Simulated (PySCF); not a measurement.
# Working out the ionisation energy of Ne+

Ne+ [He] 2s2 2p5 (2P) → Ne(2+) [He] 2s2 2p4 (3P). Computed with PySCF 2.14 in aug-cc-pVDZ-DK (4s3p2d, 23 functions), with scalar relativity by spin-free X2C-1e. Frozen: 1s2. Energies in hartree (1 hartree = 27.21139 eV):

```
            part  Ne+ (lower)  Ne(2+) (upper)
             UHF  -127.904092     -126.459842
CCSD correlation    -0.153633       -0.111051
             (T)    -0.001654       -0.000866
```

**Question.** What does Hartree-Fock give?

**Answer.** (-126.459842) − (-127.904092) = 1.444250 hartree = 39.300 eV.

**Question.** What do CCSD and CCSD(T) give?

**Answer.** The CCSD correlation energies differ by 0.042582 hartree = 1.159 eV and the triples by 0.000788 hartree = 0.021 eV, so CCSD gives 40.459 eV and CCSD(T) 40.480 eV.

Reference: 40.963 eV (measured; NIST Atomic Spectra Database, ionization energies), between the lowest levels; spin-orbit coupling is absent from the calculation.

A double-zeta basis recovers only part of the correlation energy.

What remains against the reference includes basis incompleteness, the frozen core and higher excitations.
